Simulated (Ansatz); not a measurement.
```yaml
crystal:
  periodic: [false, false, false]
  atoms:
    - {symbol: O, position_ang: [-0.407200, -3.054829, 0.137251]}
    - {symbol: Si, position_ang: [0.659288, -2.024935, -0.562555]}
    - {symbol: C, position_ang: [0.284328, -0.281829, -0.130904]}
    - {symbol: C, position_ang: [0.020680, 0.873480, 0.137509]}
    - {symbol: Si, position_ang: [-0.341928, 2.599076, 0.583184]}
    - {symbol: F, position_ang: [-1.298743, 3.236439, -0.523483]}
    - {symbol: H, position_ang: [-1.340407, -2.932099, -0.042247]}
    - {symbol: H, position_ang: [0.633096, -2.108650, -2.043921]}
    - {symbol: H, position_ang: [1.990102, -2.381506, -0.030541]}
    - {symbol: H, position_ang: [0.914237, 3.378120, 0.614930]}
    - {symbol: H, position_ang: [-1.048152, 2.639732, 1.881580]}
basis:
  gaussian: {orbitals: aug-pcseg-2}
hamiltonian: {xc: {name: HF}}
correlation: {method: mp2, frozen_orbitals: {O: 0}}
output: {forces: true}
```

```sh
$ ansatz run in.yaml --threads 4 --pin off --events-out ev --progress --plain --max-ram 10444MiB
```

Q: How does Ansatz answer? (An estimate is asked.)

A: Ansatz gave: The program refused the input.
```
Functional definition: HF
Error: "frozen_orbitals" has no count for Si
```
